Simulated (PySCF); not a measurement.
A GIAO shielding run with PySCF 2.14.0 with density-fitted response routines (density fitting, non-relativistic, gas phase) on SMILES CO[C@@]1(C)CO[Si@@H](Cl)O1, C4H9ClO3Si:

```
$ OMP_NUM_THREADS=1 python probes_run.py task.json out

{"job": {"kind": "nmr", "xc": "PBE0", "basis": "pcSseg-1"}, "charge": 0, "multiplicity": 1}
C     -1.864187    -1.198445     0.552454
O     -0.771404    -0.431955     1.028028
C     -0.067099     0.305922     0.071586
C     -0.907248     1.391122    -0.597198
C      1.154475     0.892388     0.827840
O      2.276518     0.110576     0.542836
Si     2.029022    -0.866367    -0.740962
Cl     2.434927    -2.760290    -0.319689
O      0.436229    -0.548829    -0.925599
H     -2.078887    -1.922425     1.335714
H     -1.601569    -1.722024    -0.369344
H     -2.744548    -0.570264     0.385500
H     -1.711340     0.935604    -1.168478
H     -0.280012     1.961320    -1.276153
H     -1.321995     2.047178     0.163319
H      1.345338     1.921289     0.512275
H      0.960406     0.858932     1.900931
H      2.702616    -0.397413    -1.934715
```

Hardware: 1 thread of an Intel Xeon, shared host. The job also computes population analyses, field gradients, ring-centre shieldings.

**Question.** How large is the calculation?

**Answer.** 88 electrons, 212 basis functions and 1147 auxiliary functions.

**Question.** How long does it take, and how much memory does it need?

**Answer.** 75 s of wall time, with 14 SCF cycles and 4 response iterations; peak memory 0.95 GiB. Times on a shared host scatter by some tens of per cent.
